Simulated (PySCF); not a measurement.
A GIAO shielding run with PySCF 2.14 (density fitting, non-relativistic, gas phase) on `InChI=1S/CH8N2Si3/c2-1-4-6-5-3/h3-6H2`:

```
{"job": {"kind": "nmr", "xc": "CAM-B3LYP", "basis": "pcSseg-1", "pop": false}, "charge": 0, "multiplicity": 1}
N     -0.952903     2.496820     0.994889
C     -1.415249     1.446598     0.820048
Si    -1.996503    -0.305319     0.522627
Si    -0.348486    -1.355236    -0.794001
Si     1.559234     0.057165    -0.861303
N      1.944842     0.828571     0.630843
H     -3.343193    -0.196392    -0.107915
H     -2.126576    -0.903783     1.883145
H     -0.941734    -1.619746    -2.144394
H     -0.082463    -2.676466    -0.138056
H      1.256751     1.101935    -1.884189
H      2.717557    -0.782226    -1.295351
H      1.369338     1.599414     0.956527
H      2.354043     0.311310     1.399392
```

Hardware: 1 thread of an x86-64 server CPU, shared host.

Task: How large is the calculation?

Result: 70 electrons, 163 basis functions and 910 auxiliary functions.

Task: How long does it take?

Result: 31 s of wall time, with 14 SCF cycles and 6 response iterations. Times on a shared host scatter by some tens of per cent.

Task: And these other runs on the same molecule and hardware: GIAO shielding at BLYP/pcSseg-1; GIAO shielding at BP86/pcSseg-1; GIAO shielding at HF/pcSseg-1; GIAO shielding at LDA/pcSseg-1; GIAO shielding at OPBE/pcSseg-1; GIAO shielding at PBE/pcSseg-1?

Result: BLYP/pcSseg-1: 163 functions, 19 s; BP86/pcSseg-1: 163 functions, 19 s; HF/pcSseg-1: 163 functions, 8 s; LDA/pcSseg-1: 163 functions, 16 s; OPBE/pcSseg-1: 163 functions, 19 s; PBE/pcSseg-1: 163 functions, 20 s.
